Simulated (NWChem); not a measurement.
System: C₄H₂ClF; SMILES Cl/C(F)=C/C#C

Input file for NWChem:

```
start job
memory heap 200 mb stack 900 mb global 1100 mb
geometry units angstroms noautosym nocenter noautoz
  C      0.058322     3.154777     0.000000
  C      0.350727     1.980338     0.000000
  C      0.747498     0.620174     0.000000
  C     -0.127926    -0.394676     0.000000
  F     -1.443373    -0.218849     0.000000
  Cl     0.320352    -2.066192     0.000000
  H     -0.219333     4.184139     0.000000
  H      1.805606     0.378466     0.000000
end
basis spherical
  * library 6-31g*
end
dft
  xc b3lyp
  iterations 150
end
cosmo
  do_cosmo_smd true
  solvent hexane
end
task dft energy
```

Parts of the log:

```
             Northwest Computational Chemistry Package (NWChem) 7.3.0
             --------------------------------------------------------

                             Geometry "geometry" -> ""
                             -------------------------

 Output coordinates in angstroms (scale by  1.889725989 to convert to a.u.)

  No.       Tag          Charge          X              Y              Z
 ---- ---------------- ---------- -------------- -------------- --------------
    1 C                    6.0000     0.05832200     3.15477700     0.00000000
    2 C                    6.0000     0.35072700     1.98033800     0.00000000
    3 C                    6.0000     0.74749800     0.62017400     0.00000000
    4 C                    6.0000    -0.12792600    -0.39467600     0.00000000
    5 F                    9.0000    -1.44337300    -0.21884900     0.00000000
    6 Cl                  17.0000     0.32035200    -2.06619200     0.00000000
    7 H                    1.0000    -0.21933300     4.18413900     0.00000000
    8 H                    1.0000     1.80560600     0.37846600     0.00000000

 Effective nuclear repulsion energy (a.u.)     241.7870974231

                                 NWChem DFT Module
                                 -----------------

 Summary of "ao basis" -> "ao basis" (spherical)
 ------------------------------------------------------------------------------
       Tag                 Description            Shells   Functions and Types
 ---------------- ------------------------------  ------  ---------------------
 C                           6-31g*                  6       14   3s2p1d
 F                           6-31g*                  6       14   3s2p1d
 Cl                          6-31g*                  8       18   4s3p1d
 H                           6-31g*                  2        2   2s

 in cosmo_initialize ...
 calling solv_data for solv:hexane

 solvent parameters
 solvname_short: hexane
 solvname_long:  n-hexane
 dielec:        1.8819
 dielecinf:     1.8903
 nonaqueous SMD model solvent descriptors
 dielec:        1.8819
 sola:          0.0000
 solb:          0.0000
 solc:          0.0000
 solg:         25.7500
 solh:          0.0000
 soln:          1.3749

          ---------------
          -cosmo- solvent
          ---------------
 Cosmo: York-Karplus, doi: 10.1021/jp992097l
 dielectric constant -eps-     =   1.88
 screen = (eps-1)/(eps    )    =   0.46862
 surface charge correction     = lagrangian

   van der Waals surface
 --------------------------

 ---------- ATOMIC COORDINATES (A.U.) ------------ VDWR(ANG.) --
     1    0.11021260    5.96166409    0.00000000     1.850
     2    0.66277793    3.74229618    0.00000000     1.850
     3    1.41256640    1.17195893    0.00000000     1.850
     4   -0.24174509   -0.74582949    0.00000000     1.850
     5   -2.72757947   -0.41356464    0.00000000     1.730
     6    0.60537750   -3.90453672    0.00000000     2.380
     7   -0.41447927    7.90687621    0.00000000     1.200
     8    3.41210058    0.71519704    0.00000000     1.200
 number of segments per atom =        128
 number of   points per atom =        128
 atom (   nspa,  nppa )
 ----------------------
    1 (     80,     0 )       0
    2 (     54,     0 )       0
    3 (     40,     0 )       0
    4 (     20,     0 )       0
    5 (     76,     0 )       0
    6 (    100,     0 )       0
    7 (     50,     0 )       0
    8 (     50,     0 )       0
 number of -cosmo- surface points =      470
 molecular surface =    139.609 angstrom**2
 molecular volume  =    118.816 angstrom**3
 -lineq- algorithm             =   0
 -bem- low  level              =   3
 -bem- from -octahedral-
 gaussian surface charge width =   4.50000
 degree of switching           =   1.00000
 switching function tolerance  =   0.00010
 atomic radii =
 --------------
    1  6.000  1.850
    2  6.000  1.850
    3  6.000  1.850
    4  6.000  1.850
    5  9.000  1.730
    6 17.000  2.380
    7  1.000  1.200
    8  1.000  1.200
 ...... end of -cosmo- initialization ......

 nat:                     8
 ixmem:                  3618
 calling mnsol_interface()
 G(SMD-CDS) energy (kcal/mol)  =    -1.145
 SMD-CDS SASA (angstrom**2)    =   147.349

[...]

                                COSMO-SMD solvation results
                                ---------------------------

             internal energy in gas <Psi(g)|H|Psi(g)> =      -713.550911606344
         internal energy in solvent <Psi(s)|H|Psi(s)> =      -713.550750974632
                               delta internal energy  =         0.000160631712 (    0.10 kcal/mol)
   total free energy in solvent <Psi(s)|H+V/2|Psi(s)> =      -713.553629430431
 polarization energy contribution <Psi(s)|V/2|Psi(s)> =        -0.002878455799 (   -1.81 kcal/mol)
    total free energy in solvent including G(SMD-CDS) =      -713.555453549901
                       G(SMD-CDS) energy contribution =        -0.001824119470 (   -1.14 kcal/mol)
     1 M fixed-concentration free energy of solvation =        -0.004541943556 (   -2.85 kcal/mol)

                       DFT Final Molecular Orbital Analysis
                       ------------------------------------

 Vector   24  Occ=2.000000D+00  E=-3.323449D-01
              MO Center=  3.5D-01,  9.4D-01, -1.2D-09, r^2= 4.3D+00
   Bfn.  Coefficient  Atom+Function         Bfn.  Coefficient  Atom+Function
  ----- ------------  ---------------      ----- ------------  ---------------
    79     -0.357332  6 Cl pz                19      0.344310  2 C  pz
    33      0.273016  3 C  pz                 5      0.252282  1 C  pz
    83     -0.193050  6 Cl pz                37      0.183911  3 C  pz
    23      0.181256  2 C  pz                 9      0.142042  1 C  pz
    75      0.138480  6 Cl pz                47      0.080812  4 C  pz

 Vector   25  Occ=2.000000D+00  E=-2.859450D-01
              MO Center=  2.5D-01,  2.5D+00, -1.5D-13, r^2= 1.7D+00
   Bfn.  Coefficient  Atom+Function         Bfn.  Coefficient  Atom+Function
  ----- ------------  ---------------      ----- ------------  ---------------
     3      0.400876  1 C  px                17      0.399087  2 C  px
     7      0.247908  1 C  px                21      0.199159  2 C  px
    22      0.143673  2 C  py                48      0.124618  4 C  s
     8      0.106775  1 C  py                 4      0.102967  1 C  py
    18      0.098009  2 C  py                92     -0.097528  8 H  s

 Vector   26  Occ=2.000000D+00  E=-2.425809D-01
              MO Center=  1.6D-01,  1.0D+00,  8.1D-10, r^2= 4.3D+00
   Bfn.  Coefficient  Atom+Function         Bfn.  Coefficient  Atom+Function
  ----- ------------  ---------------      ----- ------------  ---------------
     5      0.331688  1 C  pz                47     -0.316436  4 C  pz
    33     -0.283787  3 C  pz                79      0.263453  6 Cl pz
     9      0.232137  1 C  pz                19      0.220002  2 C  pz
    37     -0.219258  3 C  pz                51     -0.189423  4 C  pz
    61      0.175497  5 F  pz                83      0.164237  6 Cl pz

 Vector   27  Occ=0.000000D+00  E=-3.581700D-02
              MO Center=  1.5D-01,  7.4D-01, -6.9D-09, r^2= 3.8D+00
   Bfn.  Coefficient  Atom+Function         Bfn.  Coefficient  Atom+Function
  ----- ------------  ---------------      ----- ------------  ---------------
    51      0.477289  4 C  pz                47      0.473951  4 C  pz
    37     -0.365772  3 C  pz                 9      0.352884  1 C  pz
    33     -0.299708  3 C  pz                 5      0.287134  1 C  pz
    23     -0.203463  2 C  pz                61     -0.174669  5 F  pz
    65     -0.170092  5 F  pz                79     -0.164715  6 Cl pz

 Vector   28  Occ=0.000000D+00  E= 8.170802D-03
              MO Center=  3.2D-01, -3.6D-01,  5.2D-09, r^2= 5.5D+00
   Bfn.  Coefficient  Atom+Function         Bfn.  Coefficient  Atom+Function
  ----- ------------  ---------------      ----- ------------  ---------------
    48      1.150230  4 C  s                 82     -0.768918  6 Cl py
    80     -0.611770  6 Cl s                 50     -0.452045  4 C  py
    78     -0.371984  6 Cl py                92     -0.364587  8 H  s
    46     -0.326467  4 C  py                 7     -0.292873  1 C  px
    49      0.258941  4 C  px                 3     -0.228079  1 C  px

 Vector   29  Occ=0.000000D+00  E= 5.281985D-02
              MO Center=  2.0D-01,  1.0D+00,  3.4D-09, r^2= 5.9D+00
   Bfn.  Coefficient  Atom+Function         Bfn.  Coefficient  Atom+Function
  ----- ------------  ---------------      ----- ------------  ---------------
    48      0.584123  4 C  s                 82     -0.537306  6 Cl py
     7      0.523833  1 C  px                50     -0.451259  4 C  py
    21     -0.431969  2 C  px                80     -0.395990  6 Cl s
    92      0.388254  8 H  s                 17     -0.335847  2 C  px
    46     -0.322554  4 C  py                 3      0.310316  1 C  px

     Multipole analysis of the density
     ---------------------------------

     L   x y z        total         alpha         beta         nuclear
     -   - - -        -----         -----         ----         -------
     0   0 0 0     -0.000000    -26.000000    -26.000000     52.000000

     1   1 0 0      0.331968     -0.035863     -0.035863      0.403695
     1   0 1 0      0.258444      0.477519      0.477519     -0.696595
     1   0 0 1     -0.000000     -0.000000     -0.000000      0.000000

     2   2 0 0    -28.981403    -64.507131    -64.507131    100.032859
     2   1 1 0     -1.037368     -0.004153     -0.004153     -1.029062
     2   1 0 1      0.000000      0.000000      0.000000      0.000000
     2   0 2 0    -24.915967   -328.756609   -328.756609    632.597251
     2   0 1 1      0.000000      0.000000      0.000000      0.000000
     2   0 0 2    -30.345279    -15.172640    -15.172640      0.000000
```

Level: B3LYP/6-31G* (spherical d), SMD on the gas-phase geometry. The geometry was optimised at B3LYP/6-31G* (spherical d). Solvent: n-hexane.
